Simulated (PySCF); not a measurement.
Er²⁴⁺ (erbium, charge +24) across methods

[Kr] 4d8, high-spin 3F determinant. Computed with PySCF 2.14 in an uncontracted even-tempered set (18 s from 1.6 bohr⁻², ratio 2.5; 12 p from 2.1 bohr⁻², ratio 2.5; 9 d from 2.1 bohr⁻², ratio 2.5; 4 f from 11 bohr⁻², ratio 2.7; 4 g from 17 bohr⁻², ratio 2.7), with the non-relativistic Hamiltonian (point nucleus).

```csv
method,E (hartree),mean ε 4p β (eV),mean ε 4d α (eV),mean ε 4d β (eV),Σ⟨r²⟩ (bohr²),⟨S²⟩
UHF,-12251.68930,-1002.5,-866.63,-861.87,5.815,2.001
r2SCAN,-12253.97,-975.01,-845.56,-841.73,5.811,2.000
LDA,-12245.89,-971.27,-843.42,-839.91,5.812,2.000
PBE,-12253.27,-971.66,-843.63,-840.23,5.810,2.000
PBE0,-12253.53,-979.92,-849.87,-846.13,5.811,2.000
```

A non-relativistic calculation at this Z misses sizeable relativistic shifts. Spin-orbit coupling is strong in this species (close to jj coupling), so the high-spin LS determinant is a model state, not a physical level.
